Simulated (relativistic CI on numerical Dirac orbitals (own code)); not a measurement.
# Pb XXVI: q coefficients and field-shift factors

These numbers are calculated, not measured: Dirac-Coulomb-Breit CI, orbitals from a KLI potential per configuration, derivatives by finite differences, unscaled Slater integrals, QED left out (own radial code, finite nucleus).

Configuration list (outside the closed core [Ar] 3d10): 4s²4p⁶4d¹⁰4f¹¹, 4s²4p⁶4d¹⁰4f¹⁰5s, 4s²4p⁶4d¹⁰4f⁹5s², 4s²4p⁶4d⁹4f¹², 4s²4p⁶4d⁸4f¹³, 4s²4p⁵4d¹⁰4f¹², 4s4p⁶4d¹⁰4f¹², 4s²4p⁴4d¹⁰4f¹³. Levels of other configurations are missing.

With x = (α/α₀)² − 1 an excitation energy changes as ω = ω₀ + qx; K = 2q/ω₀ is the relative enhancement. Terms are leading LS components, so labels can repeat. The field-shift factor is F = δν/δ⟨r²⟩ for the transition from the lowest level.

Lowest level 4s²4p⁶4d¹⁰4f¹¹ ⁴I°15/2.

```
                 Level  ω₀ (cm⁻¹)  q (cm⁻¹)        K  F (GHz/fm²)
 4s²4p⁶4d¹⁰4f¹¹ ²G°9/2    28995.5     -3029   -0.209        0.254
4s²4p⁶4d¹⁰4f¹¹ ²H°11/2    34174.4      6092    0.357        0.827
4s²4p⁶4d¹⁰4f¹¹ ⁴I°13/2    37099.7     37390     2.02         2.57
 4s²4p⁶4d¹⁰4f¹¹ ²P°3/2    44039.7     -1384  -0.0629         0.58
 4s²4p⁶4d¹⁰4f¹¹ ⁴I°9/2    60455.5     40110     1.33         3.06
 4s²4p⁶4d¹⁰4f¹¹ ²D°5/2    67651.7     13990    0.414         1.75
4s²4p⁶4d¹⁰4f¹¹ ⁴I°11/2    67898.5     40830      1.2         3.23
 4s²4p⁶4d¹⁰4f¹¹ ⁴F°7/2    70834.3     35460        1         2.97
 4s²4p⁶4d¹⁰4f¹¹ ⁴S°3/2    74844.6     37150    0.993         3.11
 4s²4p⁶4d¹⁰4f¹¹ ²G°7/2    82602.3     17980    0.435         2.25
4s²4p⁶4d¹⁰4f¹¹ ²K°15/2    82638.8     31710    0.768         2.95
 4s²4p⁶4d¹⁰4f¹¹ ⁴G°9/2    85868.3     41070    0.957         3.49
4s²4p⁶4d¹⁰4f¹¹ ²H°11/2    93858.5     62470     1.33         4.78
 4s²4p⁶4d¹⁰4f¹¹ ²P°1/2    98588.4     37590    0.762         3.48
 4s²4p⁶4d¹⁰4f¹¹ ²D°5/2    99887.9     24160    0.484          2.8
 4s²4p⁶4d¹⁰4f¹¹ ⁴I°9/2   103054.1     72480     1.41         5.46
4s²4p⁶4d¹⁰4f¹¹ ²K°13/2   103684.7     40410     0.78         3.73
 4s²4p⁶4d¹⁰4f¹¹ ⁴F°3/2   107013.6     50920    0.952         4.34
 4s²4p⁶4d¹⁰4f¹¹ ⁴G°5/2   111118.1     45440    0.818         4.14
 4s²4p⁶4d¹⁰4f¹¹ ⁴D°7/2   114742.4     35940    0.626         3.67
4s²4p⁶4d¹⁰4f¹¹ ²I°11/2   115945.6     32150    0.555         3.47
4s²4p⁶4d¹⁰4f¹¹ ²L°17/2   120144.5     32580    0.542         3.56
 4s²4p⁶4d¹⁰4f¹¹ ⁴G°7/2   124856.9     71310     1.14         5.72
```

At this charge energies of transitions that change n are usually good to better than 1 %, and those within a shell (Δn = 0) to a few per cent. Terms inside the open d or f shell come out 10 to 20 % too wide with unscaled integrals.
